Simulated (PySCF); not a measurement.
# Vertical excitation energies

Compound: C5H3F3N2.
SMILES with atom numbers: `[CH2:1]=[CH:2]/[N:3]=[C:4](/[C:5]#[N:6])[C:7]([F:8])([F:9])[F:10]` (hydrogens: H11, H12 on C1; H13 on C2)

Method used: PySCF, TDDFT PBE0/def2-SVPD, vertical, gas phase, core orbitals frozen in the response. Isolated species at its GFN2-xTB geometry (one conformer only). Torsions of this conformer, `[CH2:1]=[CH:2]/[N:3]=[C:4](/[C:5]#[N:6])[C:7]([F:8])([F:9])[F:10]`: C1–C2–N3–C4 179°, N3–C4–C7–F8 -59°.

Question: List the vertical singlet excitations with oscillator strengths and describe the spectrum.

Answer: 

```tsv
state	E (eV)	E (hartree)	f	|μ| (D)	main configurations (H = HOMO, L = LUMO)
S1	3.72	0.1368	0.0002	0.12	H-1→L (99%)
S2	4.92	0.1806	0.652	5.91	H→L (96%)
S3	5.55	0.2038	0.0001	0.06	H-2→L (98%)
S4	6.41	0.2357	0.0072	0.54	H-4→L (78%), H-3→L (18%)
S5	6.42	0.2358	0.013	0.72	H-3→L (70%), H-4→L (20%)
S6	7.07	0.2597	0.0001	0.04	H→L+2 (77%), H-1→L+1 (9%)
S7	7.17	0.2635	0.0001	0.06	H-1→L+1 (45%), H-5→L (37%), H→L+2 (14%)
S8	7.21	0.2651	0.0003	0.10	H-5→L (55%), H-1→L+1 (43%)
```

Triplets (Tamm–Dancoff): T1 2.58 eV, H→L (96%); T2 3.12 eV, H-1→L (96%); T3 4.86 eV, H-3→L (68%), H→L+1 (23%).

The lowest singlet comes at 333 nm (359 kJ/mol) in the ultraviolet; it is dark (f under 0.0005); its leading configuration is HOMO-1→LUMO (99%). The strongest level in the table is S2 at 4.92 eV (252 nm, f = 0.652). S4/S5 lie within about 0.01 eV of each other. Löwdin shares by element: HOMO carbon 64% or more, nitrogen 11% or more (atoms not listed hold the other 25%); LUMO carbon 41% or more, nitrogen 34% (atoms not listed hold the other 26%). Of the 8 states listed, 2 reach f = 0.01 and 5 stay under 0.0005. The oscillator strengths of these states sum to 0.672; summed over the whole spectrum of an exact calculation they would give the number of electrons, 74 (Thomas–Reiche–Kuhn). Weighted by f, the mean energy of these states is 4.96 eV. The window holds the lowest 8 singlets.
